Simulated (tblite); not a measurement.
Compound: C5H6ClF2 (doublet state).
Cartesian coordinates in Å at the GFN2-xTB level; atoms count from 1:
```
atom  x, y, z in Å
C1     2.072    0.561    0.251
C2     1.523   -0.659   -0.004
C3     0.227   -0.898   -0.440
Cl4   -0.295   -2.525   -0.634
C5    -0.813    0.134   -0.710
C6    -1.723    0.347    0.504
F7    -1.045    0.929    1.520
F8    -2.732    1.196    0.190
H9     3.088    0.637    0.590
H10    1.523    1.478    0.150
H11    2.143   -1.534    0.141
H12   -0.345    1.089   -0.953
H13   -1.455   -0.171   -1.539
H14   -2.169   -0.585    0.884
```

Structure optimised with GFN2-xTB, isolated species. This method treats the open shell by occupation alone, without spin polarisation.

Take the most abundant isotopes and a rigid rotor. The values belong to one conformer with, in the numbering `[CH2:1]=[CH:2][C:3]([Cl:4])[CH2:5][CH:6]([F:7])[F:8]`, C1–C2–C3–Cl4 -177°, C2–C3–C5–C6 -95°, C3–C5–C6–F7 68°.

(1) What are A, B and C (MHz)?

(2) Classify the top.

(3) What does the inertial defect say?

(4) Give the other two planar moments, Paa and Pbb, and the rms extents of the mass along the axes.

Results:

(1) Ia = 243.25, Ib = 424.59, Ic = 595.18 u·Å²; 505379 MHz·u·Å²/I gives A = 2078, B = 1190, C = 849.1 MHz.

(2) An asymmetric top. Ray's parameter κ = (2B − A − C)/(A − C) = -0.445; −1 is the prolate and +1 the oblate limit.

(3) Not planar: Δ = Ic − Ia − Ib = -72.66 u·Å². For a rigid frame Δ = −2 Σ m c², so Σ m c² = 36.33 u·Å² lies off the ab plane: 5.99 from hydrogen and 30.34 from heavier atoms. The atom farthest from that plane is 1.50 Å away.

(4) Paa = Σ m a² = (Ib + Ic − Ia)/2 = 388.26 and Pbb = Σ m b² = (Ia + Ic − Ib)/2 = 206.92 u·Å². With the mass M = 139.01 u, the rms extents √(P/M) along a, b and c are 1.67, 1.22, 0.51 Å.

For this open shell read J as N, the rotation without spin; fine and hyperfine splittings come on top. Its GFN2-xTB frequencies are all real (lowest 31 cm⁻¹). No vibrational averaging or centrifugal distortion is included, and the geometry carries the error of its method.

On Arm Neoverse V1, one thread, no GPU, shared host with 32 logical CPUs at a one-minute load of 14, this took 0.41 s of wall time. This is the geometry optimisation.

These are computed values.
